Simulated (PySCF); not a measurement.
# Excitation energy of Tc²⁺ by level of theory

Tc²⁺ [Kr] 4d5 (6S) → Tc²⁺ [Kr] 4d4 5p1 (high-spin determinant), as a difference of total energies. Computed with PySCF 2.14 in def2-TZVPPD with the def2 core potential (28 electrons) (6s4p3d2f1g, 56 functions), with scalar relativity through the core potential. Correlated levels: valence and next inner shell: nothing frozen outside the core potential. The calculations carry no spin-orbit coupling.

| method | excitation energy (cm⁻¹) |
| --- | --- |
| UHF | 91656 |
| MP2 (valence and next inner shell) | 94143 |
| SCS-MP2 (valence and next inner shell) | 93116 |
| CCSD (valence and next inner shell) | 93227 |
| CCSD(T) (valence and next inner shell) | 93196 |

The determinant of the upper state mixes LS terms, which raises its energy above the lowest term, most at the Hartree-Fock and MP2 levels.
